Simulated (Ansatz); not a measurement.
Cost and result for the atomization energy of C2H6O2Sn, SMILES `[CH3][SnH]([OH])[CH]=O` (11 atoms, 10 bonds).

```json
{"atom": "C1", "x (Å)": "-1.2553", "y (Å)": "1.2739", "z (Å)": "-0.0821"}
{"atom": "Sn2", "x (Å)": "0.5090", "y (Å)": "0.1354", "z (Å)": "0.2514"}
{"atom": "O3", "x (Å)": "1.5757", "y (Å)": "0.3103", "z (Å)": "-1.4037"}
{"atom": "C4", "x (Å)": "0.0441", "y (Å)": "-2.0188", "z (Å)": "0.4175"}
{"atom": "O5", "x (Å)": "-0.7862", "y (Å)": "-2.4236", "z (Å)": "1.1822"}
{"atom": "H6", "x (Å)": "-2.0479", "y (Å)": "0.9342", "z (Å)": "0.5846"}
{"atom": "H7", "x (Å)": "-1.0574", "y (Å)": "2.3303", "z (Å)": "0.0957"}
{"atom": "H8", "x (Å)": "-1.5674", "y (Å)": "1.1343", "z (Å)": "-1.1169"}
{"atom": "H9", "x (Å)": "1.4743", "y (Å)": "0.6680", "z (Å)": "1.5660"}
{"atom": "H10", "x (Å)": "2.5191", "y (Å)": "0.3878", "z (Å)": "-1.2499"}
{"atom": "H11", "x (Å)": "0.5920", "y (Å)": "-2.7317", "z (Å)": "-0.2447"}
```

The species carries charge 0 and has multiplicity 1. Correlated methods include outer-core shells of Sn, which these sets cover unevenly. Sn takes the def2 core potential. All single points use the PBE0-D4/def2-TZVP geometry. It is one conformer, not always the lowest. Program: Ansatz. All runs use 4 threads of an Arm Neoverse V1 on a shared host. Times are those of one run each, without the atoms' runs, and a repeat can differ threefold. Electronic energies, without spin–orbit coupling; frozen cores. CCSD(T)/CBS adds CCSD(T) − MP2 in def2-TZVPP to the MP2 limit, and its time is that of the two runs behind it. T1 = 0.015. With those shells the extrapolation isn't a true limit. B3LYP takes the VWN-RPA correlation (the form of Gaussian; ORCA's B3LYP/G).

CCSD(T)/CBS is a level of theory with its own doubt, some kJ/mol a heavy atom from the limit and from the frozen cores, so smaller differences don't rank the functionals.

```json
{"level": "LDA (SPW92)/def2-TZVPP", "functions": "258", "wall time": "1.4 s", "atomization (kJ/mol)": "4554.9", "difference from CCSD(T)/CBS": "601.5", "per bond": "60.1"}
{"level": "BLYP-D4/def2-TZVPP", "functions": "258", "wall time": "2.5 s", "atomization (kJ/mol)": "3939.7", "difference from CCSD(T)/CBS": "-13.7", "per bond": "-1.4"}
{"level": "PBE-D4/def2-TZVPP (with forces)", "functions": "258", "wall time": "2.8 s", "atomization (kJ/mol)": "4023.1", "difference from CCSD(T)/CBS": "69.7", "per bond": "7.0"}
{"level": "PBE0-D4/def2-TZVPP", "functions": "258", "wall time": "3.2 s", "atomization (kJ/mol)": "3911.4", "difference from CCSD(T)/CBS": "-42.0", "per bond": "-4.2"}
{"level": "CAM-B3LYP-D4/def2-TZVPP", "functions": "258", "wall time": "3.8 s", "atomization (kJ/mol)": "3935.6", "difference from CCSD(T)/CBS": "-17.8", "per bond": "-1.8"}
{"level": "B3LYP-D4/def2-TZVPP (with forces)", "functions": "258", "wall time": "5 s", "atomization (kJ/mol)": "3916.0", "difference from CCSD(T)/CBS": "-37.4", "per bond": "-3.7"}
{"level": "r2SCANh-D4/def2-TZVPP", "functions": "258", "wall time": "5 s", "atomization (kJ/mol)": "3893.1", "difference from CCSD(T)/CBS": "-60.3", "per bond": "-6.0"}
{"level": "ωB97X-V/def2-TZVPP", "functions": "258", "wall time": "8.5 s", "atomization (kJ/mol)": "3940.6", "difference from CCSD(T)/CBS": "-12.8", "per bond": "-1.3"}
{"level": "CCSD(T)/def2-SVP", "functions": "112", "wall time": "11 s", "atomization (kJ/mol)": "3675.4", "difference from CCSD(T)/CBS": "-278.0", "per bond": "-27.8"}
{"level": "ωB97M-V/def2-TZVPP (with forces)", "functions": "258", "wall time": "13 s", "atomization (kJ/mol)": "3930.8", "difference from CCSD(T)/CBS": "-22.6", "per bond": "-2.3"}
{"level": "MP2/def2-QZVPP", "functions": "490", "wall time": "28 s", "atomization (kJ/mol)": "3969.0", "difference from CCSD(T)/CBS": "15.6", "per bond": "1.6"}
{"level": "CCSD(T)/def2-TZVPP", "functions": "258", "wall time": "5.6 min", "atomization (kJ/mol)": "3836.2", "difference from CCSD(T)/CBS": "-117.2", "per bond": "-11.7"}
{"level": "CCSD(T)/CBS(def2)", "functions": "–", "wall time": "6.1 min", "atomization (kJ/mol)": "3953.4", "difference from CCSD(T)/CBS": "0.0", "per bond": "0.0"}
```

From BLYP to BHLYP (50 % exact exchange), in def2-TZVPP and without D4, the atomization energy moves by −165.5 kJ/mol: exact exchange takes away binding that semilocal exchange gives to molecules. Leaving LDA and LC-ωPBE aside and taking each functional with its dispersion term where it has one, the values, not all of them listed here, spread over 265.6 kJ/mol, from BHLYP-D4 to PBE-D4. LDA lies +552.5 kJ/mol from PBE without D4, its usual overbinding. In def2-TZVPP, CCSD(T) changes the Hartree–Fock value by +1137.3 kJ/mol (the triples alone add +74.6 kJ/mol) and MP2 by +1200.1 kJ/mol; breaking electron pairs costs correlation energy, which Hartree–Fock lacks.

Spin–orbit coupling would lower the free Sn atoms strongly, and the atomization energy with them, by more than many differences here. For some Ge, Se and Sn compounds the MP2-based and the directly extrapolated limit differ by 10 to 25 kJ/mol.
